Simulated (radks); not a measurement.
Values are calculated unless marked as measured or tabulated.
Hf, configuration [Xe] 4f14 5d2.25 6s1.75 (fractional occupations, a model configuration). Level of theory: Dirac Kohn-Sham, B86b exchange with PBE correlation, spin-unpolarised, spherical densities, finite nucleus; open shells are shared between the two j in proportion to 2j + 1; Fermi nuclear charge, rms radius 5.347 fm (a radial shooting solver on a logarithmic mesh with Libxc functionals).

Normalised radial functions P(r) = r R(r) (large component), r in bohr:

```
   r/bohr * 6s1/2, o 5d5/2 (the largest magnitude, 0.635, reaches the edge; | marks zero, & curves that meet)
 0.001328                             o*
 0.001558                             o*
 0.001829                             o*
 0.002146                             o*
 0.002518                             o*
 0.002979                             o *
 0.003496                             o *
 0.004102                             o *
 0.004814                             o *
 0.005649                             o *
  0.00663                             o *
 0.007842                             o *
 0.009203                             o *
   0.0108                             o *
  0.01267                             o *
  0.01487                             o *
  0.01745                             o*
  0.02065                             &
  0.02423                             *o
  0.02843                            *|o
  0.03337                           * |o
  0.03916                          *  | o
  0.04632                          *  | o
  0.05436                          *  |  o
  0.06379                          *  |   o
  0.07485                           * |    o
  0.08784                             *     o
   0.1031                             | *    o
   0.1219                             |   *  o
   0.1431                             |    * o
   0.1679                             |    &
   0.1971                             |  &
   0.2313                            o*
   0.2714                        o *  |
    0.321                    o  *     |
   0.3767                  o   *      |
   0.4421                  o    *     |
   0.5188                     o      *|
   0.6088                         o   |   *
   0.7202                             |  o     *
   0.8452                             |         o *
   0.9918                             |          *    o
    1.164                             |      *              o
    1.366                             *                        o
    1.603                     *       |                          o
    1.896             *               |                          o
    2.225       *                     |                        o
    2.611    *                        |                      o
    3.064   *                         |                   o
    3.596     *                       |                o
     4.22         *                   |            o
    4.992               *             |         o
    5.858                   *         |      o
    6.874                       *     |   o
    8.067                          *  |  o
    9.467                            *|o
    11.11                            *|o
    13.14                             &
    15.42                             &
     18.1                             &
```

6s1/2: eigenvalue -5.021 eV, 5 radial nodes at r = 0.0227, 0.0904, 0.234, 0.541, 1.37 bohr, <r> = 3.47 bohr, 90 % of the charge inside 5.16 bohr. 5d5/2: eigenvalue -2.336 eV, 2 radial nodes at r = 0.222, 0.673 bohr, <r> = 2.62 bohr, 90 % of the charge inside 4.39 bohr.
